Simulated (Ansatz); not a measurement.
Ansatz (a quantum-chemistry and plane-wave program) input for ZrCl3, SMILES [Cl][Zr]([Cl])[Cl] (connectivity only; charge and spin as stated), neutral, multiplicity 2, r2SCAN-D4/def2-SVP. 

Ansatz 0.2 input:
```yaml
crystal:
  periodic: [false, false, false]
  atoms:
    - {symbol: Zr, position_ang: [0.11856626, 0.38894730, 0.24279112]}
    - {symbol: Cl, position_ang: [1.92494818, -0.60762940, -0.69116316]}
    - {symbol: Cl, position_ang: [-0.88015062, -1.15826290, 1.56080345]}
    - {symbol: Cl, position_ang: [-1.32377699, 0.85072217, -1.44091351]}
basis:
  gaussian:
    orbitals: def2-SVP
hamiltonian:
  xc: r2scan
  dispersion: d4
magnetization: {spin_polarized: true, initial_magnetization: 1}
relax: {f_tol: 0.002, max_steps: 200}
```

Output:

```
WARN ansatz: RAYON_NUM_THREADS=1 ignored (pool sized by the plan → 1); use --threads N
Functional definition: r2SCAN
integrals: 0.04 GiB planned
863 factors; their error is unknown
mean field: 0.34 GiB planned
mean field evaluation 1: about -38839.4264 eV, gradient 1.3e1 eV
mean field evaluation 2: about -38839.2956 eV, gradient 1.5e1 eV
mean field evaluation 4: about -38840.4211 eV, gradient 1.5e0 eV
mean field evaluation 8: about -38840.3869 eV, gradient 2.2e-2 eV
mean field evaluation 16: about -38839.1864 eV, gradient 4.6e0 eV
mean field evaluation 32: about -38839.4510 eV, gradient 8.0e-1 eV
mean field -38840.38690840 eV, -1427.3578919239 hartree, gradient 6.2e-5 eV, S^2 0.752586; 6 other end points of the search recorded, 0 dependent functions left out
the calculation of the forces begins
reference -38840.38695601 eV, -1427.3578936735 hartree; 32, 31 occupied and 53, 54 virtual orbitals, 863 factors
relax step   1: F+E_penalty+E_count = -38840.42185056 eV  Δ(F+E_penalty+E_count) = +0.000e0 eV  max|allowed force component| = 1.238e0 eV/Å  Δτ_max = 0.0000 Å  (142 SCF iters, accepted)
these checks for a lower state are left out or cut short: starts, cluster_reference, orbital_swaps, neighbouring_geometries, increment
integrals: 0.04 GiB planned
863 factors; their error is unknown
mean field: 0.34 GiB planned
mean field -38840.69987544 eV, -1427.3693932505 hartree, gradient 1.8e-5 eV, S^2 0.753368; 0 other end points of the search recorded, 0 dependent functions left out
the calculation of the forces begins
reference -38840.69992186 eV, -1427.3693949565 hartree; 32, 31 occupied and 53, 54 virtual orbitals, 863 factors
relax step   2: F+E_penalty+E_count = -38840.73326505 eV  Δ(F+E_penalty+E_count) = -3.114e-1 eV  max|allowed force component| = 7.996e-1 eV/Å  Δτ_max = 0.1860 Å  (43 SCF iters, accepted)
these checks for a lower state are left out or cut short: starts, cluster_reference, orbital_swaps, neighbouring_geometries, increment
integrals: 0.04 GiB planned
863 factors; their error is unknown
mean field: 0.34 GiB planned
mean field evaluation 64: about -38840.8384 eV, gradient 1.8e-5 eV
mean field -38840.83842084 eV, -1427.3744846999 hartree, gradient 1.8e-5 eV, S^2 0.753447; 0 other end points of the search recorded, 0 dependent functions left out
the calculation of the forces begins
reference -38840.83846551 eV, -1427.3744863417 hartree; 32, 31 occupied and 53, 54 virtual orbitals, 863 factors
relax step   3: F+E_penalty+E_count = -38840.87153366 eV  Δ(F+E_penalty+E_count) = -1.383e-1 eV  max|allowed force component| = 2.483e-1 eV/Å  Δτ_max = 0.2000 Å  (44 SCF iters, accepted)
these checks for a lower state are left out or cut short: starts, cluster_reference, orbital_swaps, neighbouring_geometries, increment
integrals: 0.04 GiB planned
863 factors; their error is unknown
mean field: 0.34 GiB planned
mean field -38840.88611663 eV, -1427.3762374880 hartree, gradient 1.8e-5 eV, S^2 0.753606; 0 other end points of the search recorded, 0 dependent functions left out
the calculation of the forces begins
reference -38840.88615977 eV, -1427.3762390734 hartree; 32, 31 occupied and 53, 54 virtual orbitals, 863 factors
relax step   4: F+E_penalty+E_count = -38840.91894716 eV  Δ(F+E_penalty+E_count) = -4.741e-2 eV  max|allowed force component| = 6.375e-2 eV/Å  Δτ_max = 0.2000 Å  (41 SCF iters, accepted)
these checks for a lower state are left out or cut short: starts, cluster_reference, orbital_swaps, neighbouring_geometries, increment
integrals: 0.04 GiB planned
863 factors; their error is unknown
mean field: 0.34 GiB planned
mean field -38840.88989007 eV, -1427.3763761593 hartree, gradient 1.6e-5 eV, S^2 0.753605; 0 other end points of the search recorded, 0 dependent functions left out
the calculation of the forces begins
reference -38840.88993306 eV, -1427.3763777393 hartree; 32, 31 occupied and 53, 54 virtual orbitals, 863 factors
relax step   5: F+E_penalty+E_count = -38840.92272485 eV  Δ(F+E_penalty+E_count) = -3.778e-3 eV  max|allowed force component| = 1.219e-2 eV/Å  Δτ_max = 0.0680 Å  (37 SCF iters, accepted)
these checks for a lower state are left out or cut short: starts, cluster_reference, orbital_swaps, neighbouring_geometries, increment
integrals: 0.04 GiB planned
863 factors; their error is unknown
mean field: 0.34 GiB planned
mean field -38840.88994478 eV, -1427.3763781700 hartree, gradient 1.3e-5 eV, S^2 0.753609; 0 other end points of the search recorded, 0 dependent functions left out
the calculation of the forces begins
reference -38840.88998777 eV, -1427.3763797499 hartree; 32, 31 occupied and 53, 54 virtual orbitals, 863 factors
relax step   6: F+E_penalty+E_count = -38840.92277132 eV  Δ(F+E_penalty+E_count) = -4.647e-5 eV  max|allowed force component| = 9.413e-4 eV/Å  Δτ_max = 0.0066 Å  (38 SCF iters, accepted)
integrals: 0.04 GiB planned
863 factors; their error is unknown
mean field: 0.34 GiB planned
mean field evaluation 96: about -38840.9366 eV, gradient 5.9e-2 eV
mean field -38840.88994478 eV, -1427.3763781700 hartree, gradient 1.8e-5 eV, S^2 0.753609; 3 other end points of the search recorded, 0 dependent functions left out
the calculation of the forces begins
reference -38840.88998777 eV, -1427.3763797499 hartree; 32, 31 occupied and 53, 54 virtual orbitals, 863 factors
Total energy: -38840.92281431 eV, -1427.3775861029 hartree
Atom 0 at    -0.039846    -0.131322    -0.081743 Å, force    -0.000682     0.000151    -0.000812 eV/Å
Atom 1 at     2.206384    -0.468296    -0.639966 Å, force    -0.000518     0.000178     0.000269 eV/Å
Atom 2 at    -0.916812    -1.081371     1.867373 Å, force     0.000313     0.000341    -0.000398 eV/Å
Atom 3 at    -1.410139     1.154767    -1.474145 Å, force     0.000887    -0.000670     0.000941 eV/Å
Dipole moment:     0.000218     0.000182     0.000316 e Å
```

The run converged.

Cost: around 50 core-seconds (rough).
